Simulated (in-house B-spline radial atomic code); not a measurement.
## Solving the quasi-particle equation for 2p up of the neon ion Ne³⁺

Configuration [He] 2s2 2p3, highest spin, start PBE0, empty levels kept to 640 hartree. Computed with an all-electron radial atomic-structure program (B-spline basis): all electrons, non-relativistic, point nucleus, each spin shell either full or empty, empty states to l = 9 with an (l + 1/2)⁻⁴ tail; G0W0 by contour deformation at full frequency.

At the mean-field level ε = -87.618 eV the matrix elements are Σx = -48.279 eV, v_xc = -37.397 eV and Σc(ε) = 1.01 eV, and the slope of the correlation self-energy is dΣc/dω = -0.0386. The quasi-particle energy solves E = ε + Σx − v_xc + Σc(E).

Task: What does the linearised equation give?

Result: Z = 1/(1 − dΣc/dω) = 1/1.0386 = 0.9628. The first-order shift is Σx − v_xc + Σc(ε) = -48.279 − (-37.397) + (1.01) = -9.872 eV, so E ≈ ε + Z × shift = -87.618 + 0.9628 × (-9.872) = -97.123 eV.

Task: How does that compare with the full solution and with static screening?

Result: Solving the equation at full frequency dependence gives E = -97.089 eV, where Σc = 1.412 eV and the weight is 0.955; the linearised value is off by 34 meV. Leaving Z out would give -97.490 eV. Static COHSEX puts -2.265 eV in place of Σc and gives -100.765 eV, 3.68 eV deeper.
